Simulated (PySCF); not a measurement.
Electron correlation in Tc²⁺ (technetium, charge +2)

[Kr] 4d4 5s1, high-spin 6D determinant (an excited configuration). Computed with PySCF 2.14 in aug-cc-pwCVDZ-PP with ECP28MDF, with scalar relativity through the core potential. Frozen: 4s2 4p6; 5 electrons correlated.

| level | correlation energy (mhartree) |
| --- | --- |
| CCSD | -58.80 |
| (T) | -0.45 |
| CCSD(T) | -59.25 |

Diagnostics: T1 = 0.0037, D1 = 0.0115, largest double amplitude 0.021.

Problem. Is a single reference adequate?

Solution. Yes, within this model without spin-orbit coupling: T1 lies below 0.03 and no double amplitude reaches 0.07.
